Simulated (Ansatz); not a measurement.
`B[SiH2][InH2]` + H–F → `F[SiH2][InH2]` + BH₃  (cleavage of the Si–B bond)

Gas-phase electronic energies from Ansatz, PBE0-D4/def2-TZVP geometries. CCSD(T)/CBS adds triple-zeta CCSD(T) − MP2 to the extrapolated MP2 energy (def2 sets, frozen cores). This one scheme is used for every species. Functionals use def2-TZVPP. HSE06 is defined as in plane-wave codes. Elements past krypton have def2 core potentials. For In outer-core shells are correlated without core-valence functions, which leaves a few kJ/mol of doubt a bond.

```csv
level,ΔE (kcal/mol),difference from CCSD(T)/CBS
BLYP-D4,-24.3,-0.9
r2SCAN0-D4,-23.4,0.0
ωB97X-V,-28.3,-4.9
revPBE,-19.3,4.1
HSE06,-20.3,3.1
BHLYP,-33.9,-10.5
RPA@PBE/def2-TZVPP,-25.0,-1.6
HF/def2-TZVPP,-45.3,-21.9
SCS-MP2/def2-TZVPP,-27.9,-4.5
CCSD/CBS(def2),-26.8,-3.4
CCSD(T)/CBS,-23.4,0
```

What do rigid-rotor, harmonic-oscillator terms from PBE0-D4/def2-TZVP frequencies (298.15 K, 1 bar) make of the CCSD(T)/CBS value? (An estimate is asked.)

The calculation gave: ΔZPE = -0.6 kcal/mol, ΔH = -24.2 kcal/mol, ΔS = 6 J/(mol·K), ΔG = -24.6 kcal/mol.

Largest T1 diagnostic among the species: 0.015.

From BLYP to BHLYP (50 % exact exchange), in def2-TZVPP and without D4, ΔE moves by −7.0 kcal/mol. Leaving LDA and LC-ωPBE aside and taking each functional with its dispersion term where it has one, the values, not all of them listed here, spread over 16.1 kcal/mol, from BHLYP-D4 to PBE-D4. LDA lies +6.1 kcal/mol from PBE without D4.
